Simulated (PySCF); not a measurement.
Molfile (atoms numbered from 1):
```
C6H9BO2
     RDKit          3D

 18 19  0  0  0  0  0  0  0  0999 V2000
   -1.9096   -1.2691   -0.4705 B   0  0  0  0  0  0  0  0  0  0  0  0
   -2.7820   -0.3727    0.4024 O   0  0  0  0  0  0  0  0  0  0  0  0
   -2.3933    0.8213    0.6038 C   0  0  0  0  0  0  0  0  0  0  0  0
   -1.1107    1.2764    0.3302 C   0  0  0  0  0  0  0  0  0  0  0  0
   -0.1327    0.2959    0.0807 C   0  0  0  0  0  0  0  0  0  0  0  0
    1.3003    0.6056    0.1212 C   0  0  0  0  0  0  0  0  0  0  0  0
    2.2605   -0.4763    0.5692 C   0  0  0  0  0  0  0  0  0  0  0  0
    2.2040   -0.1141   -0.8643 C   0  0  0  0  0  0  0  0  0  0  0  0
   -0.4570   -0.9215   -0.1296 O   0  0  0  0  0  0  0  0  0  0  0  0
   -2.1103   -2.4277   -0.1783 H   0  0  0  0  0  0  0  0  0  0  0  0
   -2.1044   -0.9559   -1.6388 H   0  0  0  0  0  0  0  0  0  0  0  0
   -3.1341    1.4861    1.0731 H   0  0  0  0  0  0  0  0  0  0  0  0
   -0.8309    2.3090    0.5297 H   0  0  0  0  0  0  0  0  0  0  0  0
    1.5431    1.6399    0.3713 H   0  0  0  0  0  0  0  0  0  0  0  0
    1.8051   -1.4220    0.8719 H   0  0  0  0  0  0  0  0  0  0  0  0
    3.1133   -0.1483    1.1679 H   0  0  0  0  0  0  0  0  0  0  0  0
    1.7058   -0.8089   -1.5449 H   0  0  0  0  0  0  0  0  0  0  0  0
    3.0139    0.4753   -1.3001 H   0  0  0  0  0  0  0  0  0  0  0  0
  1  2  1  0
  2  3  1  0
  3  4  2  0
  4  5  1  0
  5  6  1  0
  6  7  1  0
  7  8  1  0
  5  9  2  0
  9  1  1  0
  8  6  1  0
  1 10  1  0
  1 11  1  0
  3 12  1  0
  4 13  1  0
  6 14  1  0
  7 15  1  0
  7 16  1  0
  8 17  1  0
  8 18  1  0
M  CHG  2   1  -1   9   1
M  END
```

[PySCF 2.14.0 with density-fitted response routines: shieldings: GIAO PBE0/pcSseg-1; PBE0-D3(BJ)/def2-SVP structure; a single conformation; equivalent nuclei averaged; relativity neglected; no solvent]

List the cross peaks expected in HSQC, COSY and HMBC spectra.

Answers



HSQC (one-bond C–H):
```tsv
δH	δC
7.56 (H12)	182.9 (C3)
5.68 (H13)	105.7 (C4)
1.40 (H15/H17)	15.6 (C7/C8)
1.31 (H14)	20.2 (C6)
1.05 (H16/H18)	15.6 (C7/C8)
```

COSY cross peaks (H two or three bonds apart, from the bond graph; peaks can be absent where the dihedral angle is near 90°):
```tsv
δH	δH
7.56 (H12)	5.68 (H13)
1.40 (H15/H17)	1.31 (H14)
1.40 (H15/H17)	1.05 (H16/H18)
1.31 (H14)	1.05 (H16/H18)
```

HMBC (two and three bonds, from the bond graph):
```tsv
δH	δC
7.56 (H12)	201.4 (C5), 105.7 (C4)
5.68 (H13)	201.4 (C5), 182.9 (C3), 20.2 (C6)
3.67 (H10/H11)	201.4 (C5), 182.9 (C3)
1.40 (H15/H17)	201.4 (C5), 20.2 (C6), 15.6 (C7/C8)
1.31 (H14)	201.4 (C5), 105.7 (C4), 15.6 (C7/C8)
1.05 (H16/H18)	201.4 (C5), 20.2 (C6), 15.6 (C7/C8)
```

Chemical shifts δ = σref − σ; $^{1}$H and $^{13}$C vs TMS, all at this level.

Short H···H contacts in this conformer between protons four or more bonds apart (candidates for NOE cross peaks, intensity ∝ r⁻⁶): H13···H14 2.47 Å.

Hydrogens on boron are broadened and split by $^{11}$B (spin 3/2, 80 %) and 10B (spin 3). Shifts are as computed. Against solution values, carbons near 30 ppm lie about +2 ppm off and those near 130 ppm about +5 ppm. Of 1211 compounds with measured shifts, 218 miss one by over three times the rms of a fit or turn the order of signals round; such compounds aren't used in these exercises.
